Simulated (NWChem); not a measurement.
# ZnNH2Br; SMILES [NH2][Zn][Br]

```xyz
5

Zn     0.0020     0.8246    -0.0192
Br    -0.0006    -1.4125     0.0109
N     -0.0042     2.6388     0.1046
H     -0.8233     3.1105    -0.2728
H      0.8140     3.1185    -0.2647
```
Atoms are numbered in this order, from 1.

Program: NWChem. Medium grid unless said otherwise, to which SCAN and Minnesota functionals are sensitive. The geometry was optimised at PBE0/def2-SVP. Hybrids' shares of exact exchange are those that their runs print; pure functionals count as 0. The functionals differ in more than this share.

```
row                  share of exact exchange  highest occupied level (eV)
-------------------  -----------------------  ---------------------------
PBE/def2-TZVP                           0.00                        -5.99
M06-L/def2-TZVP                         0.00                        -6.11
B3LYP/def2-TZVP                         0.20                        -7.10
B3PW91/def2-TZVP                        0.20                        -7.11
MN15/def2-TZVP                          0.44                        -8.19
BHandHLYP/def2-TZVP                     0.50                        -8.60
M05-2X/def2-TZVP                        0.56                     withheld
```

Task: Fit a straight line of the last column on the one before it, predict the withheld value, and compare with the run.

Result: 
1. Means of the 6 shown rows: x = 0.223, y = -7.183. Slope Σ(x − x̄)(y − ȳ)/Σ(x − x̄)² = -1.120/0.2243 = -4.992; intercept -6.068.
2. The shown rows scatter about the line by 0.054 (root mean square); the largest residual is +0.08, at PBE/def2-TZVP.
3. At x = 0.56 (M05-2X/def2-TZVP; beyond the shown range) the line gives -8.86.
4. The run gives -8.88, -0.02 from the line, 0.4 times the scatter.
